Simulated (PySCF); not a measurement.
1-chloro-3-ethynylbenzene, C₈H₅Cl.
Numbering: `[CH:1]#[C:2][c:3]1[cH:4][cH:5][cH:6][c:7]([Cl:8])[cH:9]1` (hydrogens: H10 on C1; H11 on C4; H12 on C5; H13 on C6; H14 on C9)

Cartesian coordinates in Å at the PBE0-D3(BJ)/def2-SVP level; atoms count from 1:
```xyz
14
C8H5Cl angstrom
C      1.4784   -1.0040   -2.8184
C      0.9454   -0.6657   -1.7826
C      0.3165   -0.2642   -0.5637
C      0.0338    1.0907   -0.3217
C     -0.5794    1.4724    0.8665
C     -0.9208    0.5230    1.8273
C     -0.6383   -0.8209    1.5823
Cl    -1.0616   -2.0083    2.7694
C     -0.0248   -1.2257    0.4012
H      1.9503   -1.3042   -3.7356
H      0.3000    1.8340   -1.0747
H     -0.7979    2.5266    1.0512
H     -1.4026    0.8123    2.7624
H      0.1886   -2.2805    0.2268
```

Level of theory: PySCF 2.14.0, density-fitted response routines, TDDFT CAM-B3LYP/def2-SVPD, vertical, gas phase, core orbitals frozen in the response.

Question: List the vertical singlet excitations with oscillator strengths and describe the spectrum.

Answer: 

| state | E (eV) | λ (nm) | f | \|μ\| (D) | symmetry | main configurations (H = HOMO, L = LUMO) |
| --- | --- | --- | --- | --- | --- | --- |
| S1 | 4.98 | 248.8 | 0.019 | 0.99 | A′ | H-1→L (39%), H→L+1 (33%), H→L (21%) |
| S2 | 5.28 | 234.7 | 0.232 | 3.40 | A′ | H→L (65%), H-1→L (16%) |
| S3 | 5.57 | 222.5 | 0.0000 | 0.00 | – | H-2→L (88%) |
| S4 | 6.16 | 201.2 | 0.466 | 4.46 | A′ | H→L+1 (44%), H-1→L (28%), H-1→L+1 (15%) |
| S5 | 6.28 | 197.3 | 0.0000 | 0.03 | – | H→L+5 (44%), H→L+3 (10%), H→L+6 (10%) |
| S6 | 6.40 | 193.8 | 0.250 | 3.21 | A′ | H-1→L+1 (69%), H-1→L (10%), H→L+1 (10%) |

The lowest singlet lies at 4.98 eV (249 nm, ultraviolet) and is weak; its leading configuration is HOMO-1→LUMO (39%). The strongest level in the table is S4 at 6.16 eV (201 nm, f = 0.466). Löwdin shares by element: HOMO carbon 59% or more (atoms not listed hold the other 41%); LUMO carbon 56% or more (atoms not listed hold the other 44%). The oscillator strengths of these states sum to 0.967; summed over the whole spectrum of an exact calculation they would give the number of electrons, 70 (Thomas–Reiche–Kuhn). Orbital energies (eV): HOMO-3 -10.40, HOMO-2 -9.67, HOMO-1 -8.76, HOMO -8.28, LUMO -0.37, LUMO+1 0.27, LUMO+2 1.22. Weighted by f, the mean energy of these states is 5.99 eV. Symmetry labels in Cs follow from the direction of the transition dipole and are given only for states with f of 0.002 or more. Singlets were solved by full linear response.
